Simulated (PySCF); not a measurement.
CH6FNO2Si, SMILES F[Si](OC)(O)N. Atoms are numbered in the order given.

```xyz
12

C      2.1253     0.1862     0.8099
O      0.9655    -0.5877     0.6494
Si    -0.3839    -0.0584    -0.1293
N     -0.9498     1.4462     0.4181
O     -1.4841    -1.2651     0.0346
F     -0.0163     0.1864    -1.6881
H      1.8828     1.2361     1.0511
H      2.7454     0.1749    -0.1031
H      2.7215    -0.2314     1.6354
H     -1.2153     2.1564    -0.2527
H     -1.4582     1.5334     1.2888
H     -1.1089    -2.1467     0.1243
```
Charge 0, spin multiplicity 1.

Geometry optimised at PBE0-D3(BJ)/def2-SVP. The structure was generated by enumeration, and PubChem lists no compound with its InChIKey, so it may never have been made. One conformer was computed; it need not be the lowest.

All values below come from TDA-M06-2X/def2-SVPD run with PySCF 2.14.0.

Vertical excitations. 

Computed UV-visible absorptions:
```
state  energy (eV)  λ (nm)      f                                                                  main pairs
-----  -----------  ------  -----  --------------------------------------------------------------------------
S1            7.20     172  0.058                                            HOMO→LUMO 74 %, HOMO→LUMO+2 14 %
S2            8.01     155  0.002                                                            HOMO−1→LUMO 79 %
S3            8.58     145  0.002        HOMO−2→LUMO 25 %, HOMO→LUMO+2 23 %, HOMO→LUMO+1 22 %, HOMO→LUMO 13 %
S4            8.67     143  0.011    HOMO−2→LUMO 44 %, HOMO−3→LUMO 15 %, HOMO→LUMO+1 12 %, HOMO−1→LUMO+1 10 %
S5            8.75     142  0.000       HOMO→LUMO+5 47 %, HOMO→LUMO+3 15 %, HOMO→LUMO+9 11 %, HOMO→LUMO+6 9 %
S6            8.86     140  0.008    HOMO−1→LUMO+1 27 %, HOMO→LUMO+2 17 %, HOMO−3→LUMO 14 %, HOMO−2→LUMO 13 %
S7            8.99     138  0.011       HOMO→LUMO+3 27 %, HOMO→LUMO+1 21 %, HOMO−3→LUMO 18 %, HOMO→LUMO+8 7 %
S8            9.05     137  0.056  HOMO−1→LUMO+1 26 %, HOMO−3→LUMO 19 %, HOMO→LUMO+3 15 %, HOMO−1→LUMO+2 12 %
S9            9.29     133  0.008      HOMO→LUMO+1 29 %, HOMO→LUMO+2 25 %, HOMO→LUMO+3 10 %, HOMO→LUMO+7 10 %
S10           9.41     132  0.009                                      HOMO−1→LUMO+2 65 %, HOMO−1→LUMO+1 18 %
T1            6.90     180      0                                            HOMO→LUMO 67 %, HOMO→LUMO+2 15 %
T2            7.84     158      0                                                            HOMO−1→LUMO 71 %
T3            8.43     147      0        HOMO−3→LUMO 27 %, HOMO→LUMO+1 25 %, HOMO→LUMO 7 %, HOMO−3→LUMO+1 7 %
T4            8.47     146      0                                                            HOMO−2→LUMO 52 %
```
Triplets are in the Tamm–Dancoff approximation.
